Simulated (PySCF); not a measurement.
# Two-photon absorption: SMILES c1ccc(-c2cccs2)cc1, C₁₀H₈S

Geometry:
| atom | x (Å) | y (Å) | z (Å) |
| --- | --- | --- | --- |
| C1 | -3.113 | 0.254 | -0.060 |
| C2 | -2.383 | 0.937 | 0.912 |
| C3 | -0.995 | 0.856 | 0.934 |
| C4 | -0.297 | 0.092 | -0.015 |
| C5 | 1.165 | 0.002 | 0.002 |
| C6 | 2.000 | -0.696 | -0.845 |
| C7 | 3.376 | -0.553 | -0.528 |
| C8 | 3.582 | 0.253 | 0.560 |
| S9 | 2.102 | 0.839 | 1.199 |
| C10 | -1.047 | -0.590 | -0.988 |
| C11 | -2.435 | -0.509 | -1.010 |
| H12 | -4.203 | 0.317 | -0.078 |
| H13 | -2.899 | 1.539 | 1.663 |
| H14 | -0.441 | 1.399 | 1.705 |
| H15 | 1.637 | -1.298 | -1.678 |
| H16 | 4.184 | -1.030 | -1.084 |
| H17 | 4.526 | 0.536 | 1.023 |
| H18 | -0.537 | -1.193 | -1.741 |
| H19 | -2.993 | -1.050 | -1.778 |

The calculation used TDDFT CAM-B3LYP/aug-cc-pVDZ excited states, vertical, gas phase in PySCF. Geometry: PBE0-D3(BJ)/def2-SVP.

Q: How strongly do the lowest singlets absorb one photon, and two photons of half the energy?

A: δ for parallel linear polarisation; σ at the peak of a Lorentzian of half width 0.1 eV, single beam; Ω is circular over linear.
```
state  E (eV)      f  photon λ (nm)  δ (au)  σ (GM)     Ω                                main
   S1    4.36  0.416            568      40    0.28  0.72                      HOMO→LUMO 0.95
   S2    4.90  0.001            506     107    0.94  1.31  HOMO→LUMO+4 0.57, HOMO−1→LUMO 0.18
   S3    5.39  0.049            460     235    2.50  0.79  HOMO−1→LUMO 0.57, HOMO−2→LUMO 0.26
   S4    5.48  0.001            452    25.4    0.28  1.50  HOMO→LUMO+1 0.79, HOMO→LUMO+2 0.10
   S5    5.78  0.010            429    10.9    0.13  1.50  HOMO→LUMO+2 0.58, HOMO→LUMO+1 0.08
   S6    5.80  0.056            428     333    4.09  0.77  HOMO→LUMO+4 0.33, HOMO−2→LUMO 0.32
```

Among these, the strongest one-photon state is S1, the strongest two-photon state S6, with a dipole change of 1.0 D (relaxed, norm of the difference vector).
